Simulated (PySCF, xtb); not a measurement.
CH8FNSi2, SMILES NC[SiH2][SiH2]F.

GFN2-xTB (xtb) at its own geometry gives an orbital gap of 3.71 eV and a dipole moment of 2.25 D.

Coordinates come from a PBE0-D3(BJ)/def2-SVP optimisation. The structure was generated by enumeration, and PubChem lists no compound with its InChIKey, so it may never have been made. The values are those of a single conformer.

Task: What does PBE/def2-TZVP in PySCF give? (An estimate is asked for; the answer gives what the named calculation found.)

Result: gap 3.87 eV (levels -5.36 and -1.49 eV), dipole 1.67 D.
